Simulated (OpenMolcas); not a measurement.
W: effect of the active space

- Program: OpenMolcas
- Method: SS-CASPT2, IPEA 0.25 Eh, imaginary shift 0.1 Eh
- Basis: ANO-R2
- Scalar Hamiltonian: X2C, finite nucleus
- Spin-orbit coupling: RASSI with atomic mean-field integrals over the reference wave functions, term energies averaged over their components

A. 4 electrons in 5 orbitals (5d); 2S+1 = 5 even, 5 roots; 2S+1 = 3 even, 45 roots; 2S+1 = 1 even, 50 roots (49 in the spin-orbit step); closed shells correlated: 5s 5p 6s; CASPT2 step about 40 core-seconds
B. 6 electrons in 6 orbitals (5d 6s); 2S+1 = 7 even, 1 root; 2S+1 = 5 even, 30 roots; 2S+1 = 3 even, 67 roots; 2S+1 = 1 even, 35 roots; closed shells correlated: 5s 5p; CASPT2 step of the order of 60 core-seconds

Energies in cm⁻¹ above 5d⁴ 6s² ⁵D₀, the measured ground level; measured values from NIST Handbook of Basic Atomic Spectroscopic Data.

```csv
Level,A,B,Measured
5d⁴ 6s² ⁵D₀ [71 %],0.0,0.0,0.0
5d⁴ 6s² ⁵D₁,2050,1423,1670
5d⁴ 6s² ⁵D₂,4060,2940,3326
5d⁴ 6s² ⁵D₃,5780,4330,4830
5d⁴ 6s² ⁵D₄,7180,5520,6219
5d⁴ 6s² ³G₃ [51 %],15400,14960,
5d⁴ 6s² ³H₅ [66 %],16140,16040,
5d⁴ 6s² ³H₆,17600,17750,
5d⁴ 6s² ³G₅ [62 %],22620,20570,
5d⁴ 6s² ³D₁ [70 %],23490,19390,
5d⁴ 6s² ¹I₆,24520,24790,
5d⁴ 6s² ¹S₀ [66 %],25670,22310,
5d⁴ 6s² ¹F₃ [73 %],29270,27330,
```

Deviations, from unrounded energies. A percentage is the sum of absolute deviations over the sum of measured energies, with the sign that they share, or ± where signs differ.

```tsv
Against measurement	Levels	A	B
mean absolute deviation (cm-1)	4	750	460
fine structure of the ground term (%)	4	+18.8	-11.4
```

B lies closest to measurement on these levels. The largest miss of B in the table is 5d⁴ 6s² ⁵D₄, by -700 cm-1. The ranking rests on the paired levels alone, and a cruder setting can come out closer through cancelling errors.

The spin-orbit steps hold different terms of 5d⁴ 6s² (B lacks a ¹D, a ¹G, a ³F, a ³P), which shifts levels as well.

Between A and B the level of the table that moves most is 5d⁴ 6s² ³D₁ [70 %], by 4100 cm-1 (lowest in B, highest in A). Moves below CASPT2's spread within the term are not significant.

Term energies are means over components that CASPT2 splits; among the terms shown or strongly mixed into the levels shown the widest spread is 170 cm-1 (5d⁴ 6s² ³F(1), A). Some high roots are left out of the spin-orbit mixing, which shifts the levels that they would mix with (holds for A). With the s shell closed, the reference lacks s² → p², s² → d² and s → d mixing, so excited terms can stand far too high and out of order, with CASPT2 too (holds for A). Some terms miss by over 15 % even with CASPT2, which points to a basis or an active space too small for the shells correlated (holds for A). Configurations are named by rounded mean occupations; where the s occupation lies near a half they are strongly mixed, a name can repeat and a true partner stay unpaired (holds for B). The CASPT2 spread within a term exceeds the gap to the next term for 5d⁴ 6s² ³F and 5d⁴ 6s² ³H, so the order of their levels is uncertain (holds for B). The lowest spin-free term belongs to 5d⁵ 6s, not to the configuration of the lowest level (holds for B). Measured partners are found by configuration, term and J. A level has none where our copy of the source lacks it or the pairing is in doubt (some pairs that miss far off the trend of their configuration count as doubtful), and it then counts in no deviation. Levels of configurations outside the active space are missing. Levels that lie high or do not pair safely by name in every column are left out.

A share in square brackets marks a mixed level and gives the weight of the term that names it, the lowest over the columns. A number in round brackets counts repeated terms of one configuration in the order of the reference energies.
